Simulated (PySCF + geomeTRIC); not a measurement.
A geometry relaxed with CAM-B3LYP-D3(BJ)/def2-TZVP (PySCF + geomeTRIC), charge 0, multiplicity 1:

```xyz
5

Si     0.0005    -0.0019     0.1129
Cl     1.8870    -0.3238    -0.5642
H     -0.0031    -0.0282     1.5734
Cl    -0.6507     1.8094    -0.5318
Cl    -1.2296    -1.4547    -0.5920
```

Problem. Write the SMILES of this molecule.

Solution. `Cl[SiH](Cl)Cl`
